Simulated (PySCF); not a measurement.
GaF, SMILES [Ga][F] (connectivity only; charge and spin as stated), neutral, multiplicity 1. Geometry optimised at B3LYP-D3(BJ)/def2-TZVPD.

Method: B3LYP-D3(BJ)/def2-TZVPD in PySCF.

Harmonic wavenumbers (cm⁻¹): 594. Rotational constants (GHz): 10.42 (linear); symmetry number 1.

Task: Work out the zero-point energy and the ideal-gas rigid-rotor harmonic-oscillator thermochemistry at 298.15 K and 1 atm.

Result: ZPE = ½ Σ hcν = ½ × 594 cm⁻¹ = 0.85 kcal/mol. H − E(el) = 3.03 kcal/mol. Entropy in cal/(mol K): translation 39.36, rotation 14.69, vibration 0.46, total 54.51. G − E(el) = -13.23 kcal/mol. Cp = 8.00 cal/(mol K).
